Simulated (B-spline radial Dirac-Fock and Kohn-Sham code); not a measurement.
# Core and valence levels of Tl⁶¹⁺

System: thallium as Tl⁶¹⁺, configuration 1s2 2s2 2p6 3s2 3p6 3d2; nuclear rms radius 5.4759 fm (A = 205).

Input file task.json (cfg lists n, l and occupation; rrms is the nuclear radius in fm):

```json
{"items": [{
  "Z": 81,
  "q": 61,
  "cfg": [[1, 0, 2], [2, 0, 2], [2, 1, 6], [3, 0, 2], [3, 1, 6], [3, 2, 2]],
  "A": 205,
  "rrms": 5.4759,
  "do": ["binding"]
}]}
```

Command: `python xray_run.py task.json out`

Method: relaxed Dirac-Fock hole states (ΔSCF) with Breit and QED corrections and a finite nucleus. Computed with a radial B-spline solver. The model has no electron correlation. Energies are counted from the vacuum level.

All terms are in eV, carry their sign (relaxation lowers the binding energy) and add up to the binding energy; ⟨r⟩ is the mean radius of the orbital in the initial state.

```csv
subshell,−ε (Koopmans),relaxation,Breit,self-energy,vacuum polarisation,binding energy,⟨r⟩ (bohr)
1s,90671.4,-40.39,-312.32,-207.73,43.73,90154.7,0.016
2s,19912.9,-10.56,-37.03,-31.96,6.35,19839.7,0.068
2p1/2,19298.1,-13.76,-59.02,-1.28,0.45,19224.5,0.055
2p3/2,17199.2,-11.19,-33.82,-2.81,-0.20,17151.1,0.064
3s,7662.6,-1.43,-8.60,-8.39,1.63,7645.8,0.167
3p1/2,7407.0,-1.79,-13.98,-0.63,0.14,?,0.157
3p3/2,6871.4,-1.42,-7.89,-0.92,-0.05,6861.1,0.171
3d,6491.3,-1.95,-4.48,0.23,-0.06,6485.0,0.150
```

Problem. Which binding energy belongs in the row of 3p1/2?

Solution. 7390.7 eV, the sum of the terms in that row (to rounding).

For the deepest level, K (1s), the Breit terms make up -0.346 % of the binding energy, QED -0.182 % and orbital relaxation -0.045 %.

Spin-orbit splittings: 2p 2073.3 eV, 3p 529.6 eV.

Going to the tabulated ground configuration of the next ion removes an electron from M4,5 (3d), computed at 6485.0 eV. NIST lists 6560 ± 12 eV as the ionisation energy of this species (theoretical), +74.97 eV from the computed value. Where a p, d or f shell is open in either ion the computed value averages over both j values and all terms, while the table refers to the lowest levels; that difference holds spin-orbit splitting (largest in heavy or highly charged ions), term energies where several electrons share open shells, and correlation, and it can reach 10 % or more.
